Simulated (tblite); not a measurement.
Isomers of C2H13NOSi3. Level: GFN2-xTB in tblite, geometry and Hessian alike; calculated harmonic values, unscaled, isolated species. The method is semi-empirical: single wavenumbers can be off by several per cent or more. Modes of hydrogen on silicon can be 10 to 20 % off. One conformer each.

Electronic energies: GFN2-xTB at the same geometries; isomer energies are rough at this level and their order can be wrong.

```csv
SMILES,"electronic energy, lowest = 0 (kJ/mol)"
CN(C)[SiH2][SiH2]O[SiH3],0.0
CC[SiH2]O[SiH2][SiH2]N,39.5
CO[SiH2]N([SiH3])[SiH2]C,22.1
CN(C)[Si@@H]([SiH3])O[SiH3],5.0
CN(C)[SiH2]O[SiH2][SiH3],4.8
```

**Question.** How do GFN2-xTB zero-point energies change the relative energies?

**Answer.** 
| SMILES | ZPE (kJ/mol) | of it from modes above 1550 cm⁻¹ | electronic (kJ/mol) | with ZPE, lowest = 0 (kJ/mol) | lowest mode (cm⁻¹) | rings |
| --- | --- | --- | --- | --- | --- | --- |
| CN(C)[SiH2][SiH2]O[SiH3] | 371.2 | 197.4 | 0.0 | 0.0 | 10 | 0 |
| CN(C)[SiH2]O[SiH2][SiH3] | 372.6 | 198.6 | 4.8 | 6.2 | 13 | 0 |
| CN(C)[Si@@H]([SiH3])O[SiH3] | 371.5 | 198.8 | 5.0 | 5.3 | 17i | 0 |
| CO[SiH2]N([SiH3])[SiH2]C | 371.3 | 201.1 | 22.1 | 22.2 | 44 | 0 |
| CC[SiH2]O[SiH2][SiH2]N | 377.1 | 209.7 | 39.5 | 45.4 | 12i | 0 |

The zero-point energies span 5.9 kJ/mol, from `CN(C)[SiH2][SiH2]O[SiH3]` to `CC[SiH2]O[SiH2][SiH2]N`. Slightly imaginary modes are left out of the zero-point energy: `CN(C)[Si@@H]([SiH3])O[SiH3]` 16.9i cm⁻¹ and `CC[SiH2]O[SiH2][SiH2]N` 12.1i cm⁻¹. The lowest isomer stays, but the order above it changes.
